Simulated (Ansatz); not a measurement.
Input file for Ansatz (an electronic-structure program): R-PBE/def2-TZVPP on BGe2H7 (SMILES [GeH3][BH][GeH3]), a point of a torsion scan.

Ansatz 0.2 input:
```yaml
crystal:
  periodic: [false, false, false]
  atoms:
    - {symbol: Ge, position_ang: [1.70781593, 0.21493482, 0.24451789]}
    - {symbol: B, position_ang: [0.17423801, -0.17070967, -0.96964900]}
    - {symbol: Ge, position_ang: [-0.02136444, -1.90172547, -1.93978344]}
    - {symbol: H, position_ang: [2.93403628, -0.62434638, 0.06661393]}
    - {symbol: H, position_ang: [2.22623357, 1.62081023, 0.21735884]}
    - {symbol: H, position_ang: [1.36315139, 0.01842707, 1.68989572]}
    - {symbol: H, position_ang: [-0.66565395, 0.63441318, -1.09293954]}
    - {symbol: H, position_ang: [-0.11269650, -1.76140094, -3.42947545]}
    - {symbol: H, position_ang: [-1.27710516, -2.64952621, -1.60794997]}
    - {symbol: H, position_ang: [1.05902192, -2.91878324, -1.74649061]}
basis:
  gaussian:
    orbitals: def2-TZVPP
hamiltonian:
  xc: {name: PBE}
scf: {lower_state_search: off}
```

Program output:

```
WARN ansatz: RAYON_NUM_THREADS=1 ignored (pool sized by the plan → 1); use --threads N
Functional definition: PBE
these checks for a lower state are left out or cut short: stability, starts, cluster_reference, orbital_swaps, neighbouring_geometries, increment
integrals: 0.16 GiB planned
1298 factors; their error is unknown
mean field: 0.99 GiB planned
mean field evaluation 1: about -113803.7319 eV, gradient 4.0e1 eV
mean field evaluation 2: about -113803.8626 eV, gradient 4.6e1 eV
mean field evaluation 4: about -113806.5541 eV, gradient 2.2e0 eV
mean field evaluation 8: about -113806.5434 eV, gradient 2.1e-2 eV
mean field evaluation 16: about -113806.5434 eV, gradient 5.8e-6 eV
mean field -113806.54335662 eV, -4182.3133275101 hartree, gradient 5.8e-6 eV, S^2 0.000000; 0 other end points of the search recorded, 0 dependent functions left out
reference -113806.54340331 eV, -4182.3133292258 hartree; 38, 38 occupied and 187, 187 virtual orbitals, 1298 factors
Total energy: -113806.54340331 eV, -4182.3133292258 hartree
Checks for a lower state left out: stability, starts, cluster_reference, orbital_swaps, neighbouring_geometries, increment
```

The run converged.

Cost: around 2.3 core-seconds (rough).
